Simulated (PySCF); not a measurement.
# How good is the calculation?

Cartesian coordinates in Å; atom numbers follow the order of the lines, from 1:
```xyz
11

O    -2.422    1.168    0.446
C    -1.871    0.109    0.269
C    -0.433   -0.046    0.055
C     0.563    0.988    0.016
C     1.742    0.353   -0.208
O     1.549   -0.988   -0.309
C     0.243   -1.222   -0.149
H    -2.451   -0.849    0.260
H     0.390    2.054    0.141
H     2.768    0.693   -0.318
H    -0.079   -2.260   -0.203
```

Published estimates (parent shift plus substituent increments) and measurements: δ ¹H H11 8.34; H10 7.61; H9 6.85 ppm (estimated from measurements, as parent shift plus tabulated substituent increment; solution, not stated per compound (mostly CDCl3 or CCl4); Pretsch, Buehlmann, Badertscher, Structure Determination of Organic Compounds, 4th ed. (2009)).

- PBE0-D3(BJ)/def2-SVP structure
- PBE0/pcSseg-1 with gauge-including orbitals
- code: PySCF
- gas phase, one computed conformer, no relativistic terms

(1) Set the calculated values beside the experiment.

(2) How far are the unscaled ¹H shifts from the references?

Results:

(1) 
Reference values: estimated from measurements, as parent shift plus tabulated substituent increment (solution, not stated per compound (mostly CDCl3 or CCl4); Pretsch, Buehlmann, Badertscher, Structure Determination of Organic Compounds, 4th ed. (2009)).
```tsv
atoms	quantity	reference	computed	computed, scaled
H11	δ ¹H	8.34	7.75	7.56
H10	δ ¹H	7.61	7.41	7.24
H9	δ ¹H	6.85	7.15	6.99
```

Computed shifts are σ(ref) − σ with the named reference compound (TMS for H and C) calculated as an isolated molecule at the same level. The measured values may be among those fitted. Shieldings were converted by linear fits to measured shifts (mostly CDCl3, TMS scale, for H and C): ¹H (scatter 0.21 ppm rms). Occasional misses reach two or three times the rms, and more in compound classes unlike the fitted ones.

(2) Mean signed difference -0.16 ppm, mean absolute 0.36 ppm over 3 comparisons; the largest is -0.59 ppm at H11 (hydrogen on an aromatic CH next to the ring oxygen).
